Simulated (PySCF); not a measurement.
# Spin-rotation constants: SMILES CN([SiH3])N1CCCC1, C5H14N2Si

Cartesian coordinates in Å; atom numbers follow the order of the lines, from 1:
```xyz
22

C    -1.523    1.960   -0.318
N    -1.216    0.556   -0.155
Si   -2.380   -0.537    0.499
N     0.172    0.346   -0.179
C     0.794   -0.063    1.067
C     2.224   -0.384    0.639
C     2.084   -0.873   -0.816
C     0.618   -0.615   -1.176
H    -0.992    2.347   -1.190
H    -2.593    2.079   -0.469
H    -1.223    2.548    0.556
H    -2.614   -0.389    1.946
H    -1.899   -1.896    0.252
H    -3.616   -0.264   -0.232
H     0.736    0.748    1.795
H     0.305   -0.953    1.497
H     2.681   -1.132    1.285
H     2.832    0.519    0.676
H     2.327   -1.931   -0.908
H     2.750   -0.316   -1.473
H     0.033   -1.545   -1.126
H     0.491   -0.186   -2.172
```

Method: PySCF 2.14.0, GIAO B3LYP/pcSseg-1 magnetisability, rotational g tensor and spin-rotation constants, non-relativistic, gas phase. Geometry: GFN2-xTB.

Problem. Give the nuclear spin-rotation constants along the inertial axes (H = +C I·J) beside the isotropic shieldings.

Solution. Rotational constants 3.0501, 1.0789, 1.0166 GHz. A star marks the isotopologue with that one atom substituted, in its own axes.
```csv
atom,isotope,Caa (kHz),Cbb (kHz),Ccc (kHz),mean (kHz),σ (ppm)
N2,14N,0.068,0.079,0.075,0.074,198.3
N4,14N,0.127,0.108,0.095,0.110,148.1
H9,1H,-0.196,-0.033,-0.069,-0.100,28.8
H10,1H,0.095,-0.107,-0.111,-0.041,29.4
H11,1H,-0.300,-0.104,0.034,-0.123,28.8
H12,1H,-0.241,-0.086,0.027,-0.100,27.4
H13,1H,-0.148,-0.011,-0.069,-0.076,27.0
H14,1H,0.012,-0.090,-0.062,-0.047,27.8
H15,1H,-0.265,-0.094,0.014,-0.115,28.6
H16,1H,-0.269,0.023,-0.111,-0.119,29.5
H17,1H,-0.216,-0.028,-0.093,-0.113,30.1
H18,1H,-0.246,-0.011,-0.093,-0.117,29.9
H19,1H,-0.252,-0.016,-0.093,-0.120,30.2
H20,1H,-0.180,-0.026,-0.102,-0.103,29.9
H21,1H,-0.263,0.004,-0.086,-0.115,29.1
H22,1H,-0.297,-0.047,-0.020,-0.121,28.7
C1,13C*,0.579,0.165,0.221,0.322,138.4
Si3,29Si*,-1.780,-0.564,-0.558,-0.967,415.2
C5,13C*,0.643,0.233,0.198,0.358,125.8
C6,13C*,0.452,0.201,0.153,0.269,155.4
```
For the geometry as given, no vibrational averaging.

Problem. How do the rotational constants and the g tensor change when H9, H10, H11, H12, H13, H14, H15, H16, H17, H18, H19, H20, H21, H22 are replaced by deuterium?

Solution. Constants 2.3600, 0.9081, 0.8568 GHz; g -0.0202, -0.0079, -0.0073, against -0.0260, -0.0094, -0.0087 before.
